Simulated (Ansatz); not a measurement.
`CC([SiH3])=C=N` + `N=CO` → `O/C=N/[SiH3]` + `CC=C=N`  (ligand exchange at the Si–C bond)

Isolated molecules relaxed with PBE0-D4/def2-TZVP in Ansatz; ΔE leaves out vibrations. CCSD(T)/CBS adds triple-zeta CCSD(T) − MP2 to the extrapolated MP2 energy (def2 sets, frozen cores). This one scheme is used for every species. DFT in def2-TZVPP. Each species was taken in one conformer, which may not be the lowest.

```json
{"species": "`CC([SiH3])=C=N`", "PBE-D4 energy (Eh)": "-462.43747"}
{"species": "`N=CO`", "PBE-D4 energy (Eh)": "-169.76107"}
{"species": "`O/C=N/[SiH3]`", "PBE-D4 energy (Eh)": "-460.32758"}
{"species": "`CC=C=N`", "PBE-D4 energy (Eh)": "-171.87981"}
```

(1) Work out ΔE.

(2) What do rigid-rotor, harmonic-oscillator terms from PBE0-D4/def2-TZVP frequencies (298.15 K, 1 bar) make of the CCSD(T)/CBS value? (Estimate.)

Largest T1 diagnostic among the species: 0.014.

Answers

(1) ΔE = (-460.32758) + (-171.87981) − (-462.43747) − (-169.76107) = -0.00885 Eh = -5.6 kcal/mol. CCSD(T)/CBS gives -6.6 kcal/mol.

(2) Ansatz gave: ΔZPE = -0.2 kcal/mol, ΔH = -7.0 kcal/mol, ΔS = -1 J/(mol·K), ΔG = -6.9 kcal/mol.

From BLYP to BHLYP (50 % exact exchange), in def2-TZVPP and without D4, ΔE moves by −0.8 kcal/mol. At CCSD(T), def2-SVP lies +1.0 kcal/mol from the extrapolated value and def2-TZVPP +0.0 kcal/mol. In def2-TZVPP, CCSD(T) changes the Hartree–Fock value by +3.4 kcal/mol (the triples alone add +0.6 kcal/mol) and MP2 by +3.7 kcal/mol.
